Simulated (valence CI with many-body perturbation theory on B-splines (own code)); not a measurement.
## Pm XXII in brief

Level of theory: valence CI with perturbative core correlation (CI+MBPT): four valence electrons over a frozen Dirac-Fock core [Kr], radial functions for each j: 7 s, 7 p, 8 d, 6 f, 4 g, 1 h, with the one-electron correlation potential Σ1 (screened to all orders), the two-electron term Σ2, the three-electron term Σ3, Breit, model QED; selected single and double excitations, second order for the rest, scaled by the run's own slope (own B-spline code, finite nucleus).

No measured spectrum was set against this ion. As an estimate, terms of the open shell hold to 2 to 4 % of their energy, and close levels can change places. Only levels of the ground parity were solved; by the run's estimate the other parity begins above the list, which can be wrong where configurations are misplaced.

Levels are named by their leading jj configuration (3d3/2^4 stands for four electrons in 3d with j = 3/2), which in mixed levels can hold well under half, so a name can repeat and another be missing.

Rates and lifetimes use the calculated energies. Strong lines usually hold to 10 to 20 %, long lifetimes can be off by a factor of two.

(1) What is the ground level?

(2) How well does LS coupling describe the low levels?

(3) What is the ionisation energy?

## Answers

(1) (4d3/2^4) J=0, composition 46 % 4d⁴ ³P + 46 % 4d⁴ ⁵D + 7 % 4d⁴ ¹S.

(2) Among the lowest 20 levels the leading LS term, summed over configurations, holds 55 % on average. For single configurations the figures are 55 % in LS and 80 % in jj coupling. Terms mix most in the J = 4 level at 6.759 eV, where the leading one holds 31 %.

(3) 652.37 eV; NIST lists 651 ± 4 eV (theoretical).
